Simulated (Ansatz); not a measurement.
`N[SiH](N)S` → `NS` + `N[SiH]`  (silylene formation by 1,1-elimination)

Computed with Ansatz on PBE0-D4/def2-TZVP structures; ΔE is electronic, products minus reactants. CCSD(T)/CBS is the MP2 limit (def2-TZVPP, def2-QZVPP) plus CCSD(T) − MP2 in def2-TZVPP, frozen cores. This one scheme is used for every species. One conformer a species, not always the lowest.

| species | CCSD(T)/def2-SVP energy (Eh) |
| --- | --- |
| `N[SiH](N)S` | -799.28290 |
| `NS` | -453.87436 |
| `N[SiH]` | -345.27043 |

Task: Work out ΔE.

Result: ΔE = (-453.87436) + (-345.27043) − (-799.28290) = 0.13811 Eh = +3.76 eV. CCSD(T)/CBS gives +4.13 eV.

Task: What do rigid-rotor, harmonic-oscillator terms from PBE0-D4/def2-TZVP frequencies (298.15 K, 1 bar) make of the CCSD(T)/CBS value? (An estimate is asked.)

Result: Ansatz gave: ΔZPE = -0.07 eV, ΔH = +4.07 eV, ΔS = 157 J/(mol·K), ΔG = +3.59 eV.

Largest T1 diagnostic among the species: 0.015.

At CCSD(T), def2-SVP lies −0.37 eV from the extrapolated value and def2-TZVPP −0.09 eV. From BLYP to BHLYP (50 % exact exchange), in def2-TZVPP and without D4, ΔE moves by +0.51 eV. Leaving LDA and LC-ωPBE aside and taking each functional with its dispersion term where it has one, the values, not all of them listed here, spread over 0.58 eV, from BLYP-D4 to r2SCAN0-D4. LDA lies +0.39 eV from PBE without D4.
